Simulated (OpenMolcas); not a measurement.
# Lines of Sb: computed and rescaled rates

| Property | Result |
| --- | --- |
| Program | OpenMolcas 26.06 |
| Method | MS-RASPT2, IPEA 0.25 Eh, imaginary shift 0.1 Eh (closed shells correlated: 4d 5s) |
| Basis | ANO-RCC [10s9p8d5f3g] |
| Scalar Hamiltonian | DKH2, point nucleus |
| Active space | 3 electrons in 9 orbitals (RAS2 5p; RAS3 5d 6s, at most 1 electron) |
| State averaging | 2S+1 = 4 odd, 1 root; 2S+1 = 2 odd, 8 roots; 2S+1 = 4 even, 18 roots; 2S+1 = 2 even, 18 roots |
| Spin-orbit coupling | state interaction with AMFI integrals over the reference wave functions, term energies averaged over their components |

Rates come from the transition moments of the reference wave functions (E1 and E2 in the length form). At fixed line strength A goes as λ^-3 for E1 and M1 and as λ^-5 for E2, so a rate at the computed wavelength can be rescaled to the measured one. Measured vacuum wavelengths follow from level energies in NIST Handbook of Basic Atomic Spectroscopic Data. Branching counts decays inside the model space alone, at computed energies, and the table is only a selection of the E2 and M1 lines, drawn from those between levels with measured partners whose computed energy lies within a factor of 1.5 of the measured one.

```csv
Upper,Lower,Type,λ computed (nm),λ measured (nm),A computed (s-1),A rescaled (s-1),Branching %
5s² 5p³ ²P°_3/2,5s² 5p³ ⁴S°_3/2,M1,485.8,541.6,5.54e+00,,47.1
5s² 5p³ ²P°_3/2,5s² 5p³ ²D°_3/2,M1,893.7,1005,3.29e+00,,27.9
5s² 5p³ ²P°_1/2,5s² 5p³ ⁴S°_3/2,M1,518.4,609.9,2.87e+00,,54.6
5s² 5p³ ²P°_3/2,5s² 5p³ ²D°_5/2,M1,969.8,1161,1.43e+00,,12.1
5s² 5p³ ²P°_1/2,5s² 5p³ ²D°_3/2,M1,1011,1269,1.31e+00,,25.0
5s² 5p³ ²P°_3/2,5s² 5p³ ²D°_5/2,E2,969.8,1161,9.99e-01,4.06e-01,8.5
5s² 5p³ ²P°_1/2,5s² 5p³ ²D°_3/2,E2,1011,1269,7.08e-01,2.27e-01,13.5
5s² 5p³ ²D°_3/2,5s² 5p³ ⁴S°_3/2,M1,1065,1175,5.16e-01,,98.6
5s² 5p³ ²P°_3/2,5s² 5p³ ²D°_3/2,E2,893.7,1005,4.95e-01,2.75e-01,4.2
5s² 5p³ ²P°_1/2,5s² 5p³ ²D°_5/2,E2,1109,1529,3.23e-01,6.48e-02,6.2
5s² 5p³ ²P°_1/2,5s² 5p³ ⁴S°_3/2,E2,518.4,609.9,4.30e-02,,0.8
5s² 5p³ ²D°_5/2,5s² 5p³ ⁴S°_3/2,M1,973.5,1015,2.32e-02,,50.5
5s² 5p³ ²D°_5/2,5s² 5p³ ⁴S°_3/2,E2,973.5,1015,1.60e-02,,34.8
5s² 5p³ ²D°_3/2,5s² 5p³ ⁴S°_3/2,E2,1065,1175,7.12e-03,,1.4
```

Spin-changing lines and M1 lines between different terms are not rescaled, since their strength hangs on the term gaps too.

The largest correction is for 5s² 5p³ ²P°_1/2 → 5s² 5p³ ²D°_5/2 (E2): 3.23e-01 × (1109 / 1529)^5 = 6.48e-02 s-1, a factor of 0.20.

No measured rate stands beside these. Rescaling mends the energy factor alone: line strengths can still be far off where a level mixes with configurations outside the active space, and weak or spin-changing lines hang on small mixing coefficients that depend on the term gaps too, so rescaling need not improve them.

CASPT2 does not keep the components of a term degenerate, so their means are used; among the terms shown or strongly mixed into the levels shown the widest spread is 300 cm-1 (5s² 5p³ ²D°). With the s shell closed, the reference lacks s² → p² mixing. Some terms miss by over 15 % even with CASPT2, which points to a basis or an active space too small for the shells correlated. Measured partners are found by configuration, term and J. A level has none where our copy of the source lacks it or the pairing is in doubt (some pairs that miss far off the trend of their configuration count as doubtful). Only configurations of the active space appear.

° marks odd parity.
